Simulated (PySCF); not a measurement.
CCl3, multiplicity 2. Atoms are numbered in the order given.

```xyz
4

Cl    -1.4716    -0.8496    -0.0324
C      0.0000     0.0000     0.2758
Cl     1.4716    -0.8496    -0.0324
Cl     0.0000     1.6993    -0.0324
```
Charge 0, spin multiplicity 2.

Geometry: B3LYP-D3(BJ)/def2-SVP. The isomer is the one that the SMILES or the coordinates give; other isomers of the formula were not compared.

Method: PBE0/def2-TZVPD (PySCF).

Isolated molecule, no solvent.

```yaml
total_energy: -1418.20339 hartree
point_group: C3v
"α spin, highest occupied and lowest empty level": -6.71 and -1.34 eV
"β spin, highest occupied and lowest empty level": -9.20 and -2.65 eV
dipole_moment: 0.021 e·Å
quadrupole, principal values (traceless, Buckingham form, about the centre of nuclear charge): -1.62, 0.81, 0.81 D·Å
mean_static_polarisability: 57.1 bohr³ (8.46 Å³)
polarisability_principal_values: 41.2, 65.1, 65.1 bohr³
"⟨S²⟩": 0.755 (pure state 0.75)
```
